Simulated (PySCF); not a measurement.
Lu⁴⁵⁺: ionisation energy

Lu⁴⁵⁺ [Ar] 3d8 (3F) → Lu⁴⁶⁺ [Ar] 3d7 (4F), as a difference of total energies. All numbers are calculated (PySCF 2.14, scalar relativity by spin-free X2C-1e, in an even-tempered Gaussian basis (18 s from 9.6 bohr⁻², ratio 2.5; 13 p from 12 bohr⁻², ratio 2.5; 8 d from 12 bohr⁻², ratio 2.5; 4 f from 51 bohr⁻², ratio 2.7; 3 g from 77 bohr⁻², ratio 2.7)). Correlated levels: outer shells: [Ne] frozen; virtual orbitals above 40 to 60 times the deepest correlated orbital energy dropped. The calculations carry no spin-orbit coupling.

| method | ionisation energy (eV) |
| --- | --- |
| UHF | 3850.5 |
| LDA | 3850.7 |
| PBE | 3850.7 |
| PBE0 | 3851.2 |
| r2SCAN | 3852.5 |
| M06 | 3853.3 |
| M06-L | 3854.3 |
| MP2 (outer shells) | 3852.0 |
| SCS-MP2 (outer shells) | 3852.0 |

Spin-orbit coupling is strong in these open shells (close to jj coupling). The scalar numbers leave it out and a first-order estimate fails, so it can dominate the gap to the real levels.

Breit and QED terms and the two-electron picture change are absent.

For comparison: 3828 ± 4 eV (theoretical estimate listed by NIST; NIST Atomic Spectra Database, ionization energies).
